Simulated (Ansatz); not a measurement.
C3H10AlB can be A, `B[CH2][Al]([CH3])[CH3]`, or B, `CCC[BH][AlH2]`.

Computed with Ansatz on PBE0-D4/def2-TZVP structures; ΔE is electronic, products minus reactants. CBS: MP2 limit from def2 TZ/QZ plus the TZ coupled-cluster correction, frozen cores. Functionals use def2-TZVPP. B3LYP here is the variant with VWN-RPA as its local correlation; programs differ in this. One conformer a species, not always the lowest.

Question: Which isomer does CCSD(T)/CBS put lower? Give the gap. (Best estimate.)

Answer: The calculation gave: A, by 167.4 kJ/mol.

Question: Give E(B) − E(A) in kJ/mol with ωB97M-V, CCSD(T)/def2-TZVPP, B3LYP-D4, r2SCAN-D4, CCSD/def2-TZVPP, B3LYP, B2PLYP. (Best estimate.)

Answer: Computed: ωB97M-V 172.8, CCSD(T)/def2-TZVPP 164.1, B3LYP-D4 166.4, r2SCAN-D4 177.3, CCSD/def2-TZVPP 160.3, B3LYP 170.4, B2PLYP 172.5. None reverses the order clearly.

Largest T1 diagnostic: 0.011.

The D4 term adds −4.0 kJ/mol with B3LYP and −1.9 kJ/mol with PBE0; it sums over pairs of atoms, weighted by their polarisabilities, and B3LYP, whose exchange is more repulsive, gets the larger term. In def2-TZVPP, CCSD(T) changes the Hartree–Fock value by +18.4 kJ/mol (the triples alone add +3.8 kJ/mol) and MP2 by +31.9 kJ/mol.
